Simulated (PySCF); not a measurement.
H4ClF2NSi2, SMILES F[SiH](F)N[SiH2]Cl at its PBE0/def2-SVP optimised geometry (Å):

```
10

Si    -1.4047    -1.8288    -1.5222
F     -0.9825    -3.2469    -2.1631
F     -2.4811    -1.2264    -2.5599
N     -0.0335    -0.8121    -1.3906
Si     0.5452     0.0487     0.0000
Cl    -0.0506     2.0316     0.0000
H     -2.0303    -2.0316    -0.2047
H      0.4614    -0.6221    -2.2612
H      2.0303     0.0487     0.0000
H     -0.0314    -0.6017     1.2038
```

Method: PBE0/def2-TZVP in PySCF 2.14.0.

Map of the electron localisation function on the plane z = 0.8 Å:

```
|                             |
|                             |
|              ..             |
|           .::--:.           |
|          .-=+**+=:.         |
|         .=+##%##*=:         |
|        .-+#%%%%%#+:         |
|        .=*%%@@%%#+:         |
|        :=*%%%%%%#=.         |
|        .-*#%%%%#+:          |
|         :=+*###*-.   .      |
|          .:-===-:..-*#*:    |
|            .:::..-*%@@@*    |
|           .-++-..+%@@@@%.   |
|          .=%@@*-:+%@@@@%.   |
|          :%@@@@#==#@@@@%.   |
|          .%@@@@@+-+%@@@+    |
|     .:.   =@@@@@+.:=*#+.    |
|    .+##-   *@@@%-  ..:.     |
|    =%@@%-   +##=.           |
|    +@@@@%.   ...            |
|    +@@@@@=                  |
|    -%@@@@+                  |
|     +%@@%=                  |
|      -++=.                  |
|                             |
|                             |
|                             |
|                             |
```
Scale: ten equal steps from 0.000 (start of ' ') to 0.999 (end of '@'), in the order ' .:-=+*#%@'; x runs from -4.50 to 4.50, y from -4.50 (bottom) to 4.50 (top).
